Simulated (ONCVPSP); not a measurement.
**Building the ONCV potential for lutetium (Lu) (PBE, fully relativistic).**

ONCVPSP 4.0.1 input, shortened (lines: element, Z, core and valence counts, functional; n l f; lmax; l rc ep ncon nbas qcut; lloc lpopt rc5 dvloc0; l nproj debl; icmod fcfact rcfact), PBE, fully relativistic:

```
  Lu 71.00    9    6        4      upf
    1    0    2.00
    2    0    2.00
    2    1    6.00
    3    0    2.00
    3    1    6.00
    3    2   10.00
    4    0    2.00
    4    1    6.00
    4    2   10.00
    4    3   14.00
    5    0    2.00
    5    1    6.00
    5    2    1.00
    6    0    1.50
    6    1    0.50
    3
    0    2.05    0.00    4    8    5.10
    1    1.85    0.00    4    7    7.50
    2    3.25    0.00    3    7    5.20
    3    1.05    0.00    3    8   15.60
    4    1    0.95    0.00
    0    3    3.10
    1    2    2.30
    2    3    3.90
    3    2    2.70
    3    4.75    1.15
```

Open shells are filled in proportion to 2j + 1.

Results:

* Cutoffs needed: 107 Ha and 117 Ha (the cutoffs (Ha) at which the residual kinetic energy of the hardest occupied pseudo-wave falls to 1 and 0.1 mHa per electron)
* Ghost test: ghosts flagged at negative energy: d5/2 at -343.4 eV; GHOST(+) flagged for d3/2 at 67.1 eV, s at 123.8 eV, p3/2 at 199.2 eV; a true bound ghost makes a file unfit for plane-wave use
* Configuration tests: 2 of 4 tests not solved or not reliable
* rms error of d²Exc/dni dnj: 4.96 mHa without and 3.72 mHa with the model core

Generation and tests took about 11 s on one core of a shared server CPU.
